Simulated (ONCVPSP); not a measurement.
H (Z = 1): ONCV pseudisation with PBE, scalar-relativistic reference atom.

- Element: H
- Generator: ONCVPSP 4.0.1
- Type: optimised norm-conserving Vanderbilt (ONCV)
- Functional: PBE
- Relativity: scalar-relativistic
- Frozen core: none
- Valence charge: 1
- Reference configuration: 1s0.5 (charge +0.5)
- Partial waves: 1s: rc 1.14 bohr, ncon 5, nbas 8, qcut 5.4 1/bohr, 3 projectors, debl 3.7 Ha; p scattering state at 0.07 Ha: rc 1.18 bohr, ncon 5, nbas 9, qcut 7.5 1/bohr, 2 projectors, debl 4 Ha
- Local potential: polynomial inside 1.08 bohr (lpopt 5, dvloc0 2 Ha)
- Core correction: none

- Cutoffs needed: 18 Ha and 97 Ha (the cutoffs (Ha) at which the residual kinetic energy of the hardest occupied pseudo-wave falls to 1 and 0.1 mHa per electron)
- Ghost test: no bound ghost flagged; no localised positive-energy state flagged
